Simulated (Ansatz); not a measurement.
The Mg1–H2 bond of HIMg (SMILES [MgH][I]) is stretched (multiplicity 1, the rest rigid).
Geometry at rest (charge 0, multiplicity 1):
```json
[
 {"atom": "Mg", "x (Å)": "0.0000", "y (Å)": "0.0000", "z (Å)": "-2.0283"},
 {"atom": "H", "x (Å)": "0.0000", "y (Å)": "0.0000", "z (Å)": "-3.7107"},
 {"atom": "I", "x (Å)": "0.0000", "y (Å)": "0.0000", "z (Å)": "0.5292"}
]
```

Correlated levels freeze the cores. Filled d and f shells under p-block atoms count as core.

Run with Ansatz (Gaussian orbitals). Values without a source in brackets are computed. In def2 rows elements past Kr take small-core potentials, without spin–orbit coupling.

FIC-MRCISD+Q on CASSCF(2,2)/def2-TZVPPD, total energies (hartree):

| R (Å) | CASSCF | MRCISD | weight c² of the reference |
|---|---|---|---|
| 1.682 | -496.931917 | -497.103869 | 0.91558 |
| 2.944 | -496.864856 | -497.027319 | 0.91737 |
| 5.384 | -496.836246 | -496.994250 | 0.91929 |

Add the Davidson correction (E_MRCISD − E_CASSCF)(1 − c²)/c² and give the energies above the first point at the three levels.


Corrections (hartree): -0.015855, -0.014633, -0.013872. Above the first point (kcal/mol):
- R = 2.944 Å: CASSCF 42.1, MRCISD 48.0, with the correction 48.8
- R = 5.384 Å: CASSCF 60.0, MRCISD 68.8, with the correction 70.0

Ansatz is an electronic-structure program.
